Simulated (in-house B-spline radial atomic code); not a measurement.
Radial electron density of the selenium ion Se³⁺, [Ar] 3d9 4s2 4p1 4f1. Computed with a B-spline radial code for spherical atoms: non-relativistic PBE, spin-polarised, spherical fractional occupations, point nucleus, inside a hard spherical wall at 5.79 bohr.

Columns: r (bohr), 4πr²n(r) (electrons per bohr), bar.

```
  0.0019    1.081 #
 0.00231    1.553 #
 0.00281    2.222 ##
 0.00342    3.157 ###
 0.00416    4.442 ####
 0.00506    6.182 ######
 0.00615    8.481 ########
 0.00748    11.46 ##########
  0.0091     15.2 ##############
  0.0111    19.75 ##################
  0.0135    24.85 ######################
  0.0164    30.18 ###########################
  0.0199    35.18 ###############################
  0.0242    39.18 ###################################
  0.0294    41.32 #####################################
  0.0358    41.15 #####################################
  0.0435     38.9 ###################################
  0.0529    35.85 ################################
  0.0644    34.07 ##############################
  0.0783    35.51 ################################
  0.0952    40.41 ####################################
   0.116    46.46 #########################################
   0.141    49.28 ############################################
   0.171    45.91 #########################################
   0.208    37.28 #################################
   0.253    28.82 ##########################
   0.308    26.02 #######################
   0.374    28.98 ##########################
   0.455    32.13 #############################
   0.554    29.87 ###########################
   0.673    22.19 ####################
   0.819    13.29 ############
   0.995    7.152 ######
    1.21    4.284 ####
    1.47    3.129 ###
    1.79    2.247 ##
    2.18    1.375 #
    2.65    0.787 #
    3.22   0.4979 
    3.91   0.3007 
    4.76   0.1013 
    5.73 0.0003552
```

On this grid the curve has 3 maxima, near 0.0294, 0.141, 0.455 bohr.

The 4p up radial function P(r) = rR(r), positive near the nucleus:

| r (bohr) | P |
| --- | --- |
| 0.00281 | 0.001159 |
| 0.00416 | 0.002483 |
| 0.00615 | 0.005246 |
| 0.0091 | 0.01092 |
| 0.0135 | 0.0223 |
| 0.0199 | 0.04345 |
| 0.0294 | 0.08062 |
| 0.0435 | 0.1384 |
| 0.0644 | 0.2101 |
| 0.0952 | 0.2599 |
| 0.141 | 0.2135 |
| 0.208 | 0.005574 |
| 0.308 | -0.2987 |
| 0.455 | -0.4161 |
| 0.673 | -0.09779 |
| 0.995 | 0.4929 |
| 1.47 | 0.8493 |
| 2.18 | 0.6541 |
| 3.22 | 0.2373 |
| 4.76 | 0.03093 |
